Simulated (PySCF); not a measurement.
C5H7BO, SMILES C=C=C1B(CO1)C.

Coordinates come from a B3LYP-D3(BJ)/def2-SVP optimisation. This is a generated structure with no PubChem entry under its InChIKey; it may be hypothetical.

Two levels are set side by side: TDDFT-PBE/def2-SVPD (PySCF) and TDDFT-B3LYP/def2-SVPD (PySCF). Vertical, same geometry. The lowest singlet is HOMO→LUMO 95 % with PBE and HOMO→LUMO 96 % with the other functional; states are paired by order. Differences are taken from unrounded values.

```csv
quantity,TDDFT-B3LYP
lowest singlet excitation (eV),4.10
lowest triplet excitation (TDA) (eV),2.75
first bright state (f over 0.05) (eV),4.10
its oscillator strength,0.14
```

What does TDDFT-PBE give, and how far is it from TDDFT-B3LYP? (The exact figures need the calculation; the answer reports its results.)


| quantity | TDDFT-PBE | TDDFT-PBE minus TDDFT-B3LYP |
|---|---|---|
| lowest singlet excitation (eV) | 3.59 | -0.51 |
| lowest triplet excitation (TDA) (eV) | 2.45 | -0.30 |
| first bright state (f over 0.05) (eV) | 3.59 | -0.51 |
| its oscillator strength | 0.09 | -0.04 |

A lower first singlet is the usual sign of a functional without exact exchange. Differences between two approximate levels are no errors against the true value.

Rough cost on one machine, each run with all the roots and properties that it gave: TDDFT-B3LYP against TDDFT-PBE about 4 times.
